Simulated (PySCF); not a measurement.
## Energy of Mn⁺ (manganese, charge +1) between two integer charges

The 4s alpha orbital of [Ar] 3d5 4s1 is emptied in steps (occupation f), with all orbitals relaxed, ending at [Ar] 3d5. Computed with PySCF 2.14 in aug-cc-pVTZ (8s7p5d3f2g, 93 functions), with the non-relativistic Hamiltonian (point nucleus). The exact energy is a straight line in f; departures are measured from the line between the end points of the same method.

| f | BHandHLYP (eV) | wB97X (eV) | TPSS (eV) |
| --- | --- | --- | --- |
| 1 | 0.000 | 0.000 | 0.000 |
| 0.75 | -0.331 | -0.056 | -0.650 |
| 0.5 | -0.442 | -0.059 | -0.871 |
| 0.25 | -0.331 | -0.029 | -0.660 |
| 0 | 0.000 | 0.000 | 0.000 |

```json
{"method": "BHandHLYP", "E(f=0) − E(f=1) (eV)": "15.420", "−ε at f=1 (eV)": "13.652", "−ε at f=0.5 (eV)": "15.423"}
{"method": "wB97X", "E(f=0) − E(f=1) (eV)": "15.208", "−ε at f=1 (eV)": "14.871", "−ε at f=0.5 (eV)": "15.281"}
{"method": "TPSS", "E(f=0) − E(f=1) (eV)": "15.845", "−ε at f=1 (eV)": "12.388", "−ε at f=0.5 (eV)": "15.820"}
```

Orbital energy along the path (eV):

| f | BHandHLYP | wB97X | TPSS |
| --- | --- | --- | --- |
| 1 | -13.652 | -14.871 | -12.388 |
| 0.75 | -14.537 | -15.097 | -14.102 |
| 0.5 | -15.423 | -15.281 | -15.820 |
| 0.25 | -16.305 | -15.349 | -17.571 |
| 0 | -17.177 | -15.303 | -19.415 |

Reference removal energy between the ground levels: 15.640 eV (measured; NIST Atomic Spectra Database, ionization energies).
